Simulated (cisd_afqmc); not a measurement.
Input (AFQMC/CISD/cc-pVTZ; cisd_afqmc is a phaseless AFQMC code with CISD trial states that reads the integrals written by Ansatz):

Ansatz 0.2 input:
```python
import cisd_afqmc

open("ham.yaml", "w").write("""\
crystal:
  periodic: [false, false, false]
  atoms:
    - {symbol: O, position_ang: [1.38015422, -0.50739773, -0.00505491]}
    - {symbol: C, position_ang: [0.61745461, 0.68057416, -0.23133342]}
    - {symbol: C, position_ang: [-0.81245288, 0.24346240, -0.46000115]}
    - {symbol: O, position_ang: [-1.34434536, -0.42315933, 0.67213630]}
    - {symbol: H, position_ang: [2.23773487, -0.27139992, 0.36030835]}
    - {symbol: H, position_ang: [0.66336345, 1.34145893, 0.64092783]}
    - {symbol: H, position_ang: [0.98807277, 1.22374915, -1.10924506]}
    - {symbol: H, position_ang: [-1.44089589, 1.11689156, -0.64087701]}
    - {symbol: H, position_ang: [-0.85414989, -0.39884538, -1.34915204]}
    - {symbol: H, position_ang: [-0.71060656, -1.11161728, 0.90939413]}
basis:
  gaussian:
    orbitals: cc-pVTZ
magnetization: {spin_polarized: false}
correlation: {method: ccsd, electrons: outside_noble_gas, hamiltonian_folder: ham}
""")
rep = cisd_afqmc.ansatz("ham.yaml")
e_ccsd = rep["correlation"]["coupled_cluster"]["energy"]["hartree"]
out = cisd_afqmc.run("ham", e_ccsd, trial="CISD", walkers=1000, populations=1, threads=12, dt=0.005, steps=40, early=24, settle=10, least=100,
    cut=5e-5, rank_cut=2e-4, target=0.0004, seconds=1500, seed=4, memory=62639, gpu=True)
```

Output:

```
orbitals 200, occupied [13], factors 1118 of 1179, rank of the doubles 710 of 2431
E(HF) = -229.026706
E(CCSD) on the cut factors = -229.887417, shift to the whole factors -0.000016
Energy of the trial state on the determinant = -229.887412
  tau behind 7.2 of longer steps, mean of the populations' last blocks
   2.0  -229.91893
   4.0  -229.91954
   6.0  -229.92134
   8.0  -229.91994
  10.0  -229.92145
  12.0  -229.92256
  14.0  -229.91625
  16.0  -229.91985
  18.0  -229.91832
  20.0  -229.91864
  22.0  -229.91923
  24.0  -229.92184
  26.0  -229.91862
  28.0  -229.92038
  30.0  -229.92121
  32.0  -229.92056
blocks 152 (0 outliers left out), error by blocks joined: 1: 0.00027, 2: 0.00031, 4: 0.00037, 8: 0.00040
E(AFQMC/CISD) = -229.91997 +/- 0.00040
```
